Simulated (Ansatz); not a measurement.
C2H4AlFO (`C=[C](F)[AlH][OH]`), relaxed with RKS PBE-D4/def2-SVP in Ansatz 0.2.0 from a rough embedded geometry. The force threshold is 0.03 eV/Å; the program also tests the step.

Charge 0, multiplicity 1.

Start:

```xyz
9

C    -0.467    0.352    1.531
C     0.240   -0.518    0.804
F     0.735   -1.584    1.424
Al    0.593   -0.322   -1.054
O    -0.034    1.183   -2.006
H    -0.918    1.242    0.971
H    -0.707    0.210    2.552
H     1.474   -1.394   -1.860
H    -0.916    0.830   -2.363
```

(1) How much energy does the relaxation release, and in how many steps? (Best estimate.)

(2) Which bonds change most? (An estimate is asked.)

(3) Give the relaxed structure. (Estimate.)

Results:

(1) Computed: 0.66 eV, in 10 steps, 1 of them rejected.

(2) The calculation gave: Al4–O5 from 1.888 to 1.720 Å; C2–Al4 from 1.902 to 1.967 Å; O5–H9 from 1.015 to 0.970 Å; C1–H7 from 1.058 to 1.103 Å.

(3) Computed: 
```xyz
9

C    -0.517    0.351    1.570
C     0.241   -0.497    0.846
F     0.902   -1.504    1.492
Al    0.473   -0.395   -1.104
O    -0.392    0.914   -1.808
H    -1.054    1.166    1.061
H    -0.615    0.252    2.665
H     1.359   -1.401   -1.965
H    -0.396    1.115   -2.757
```
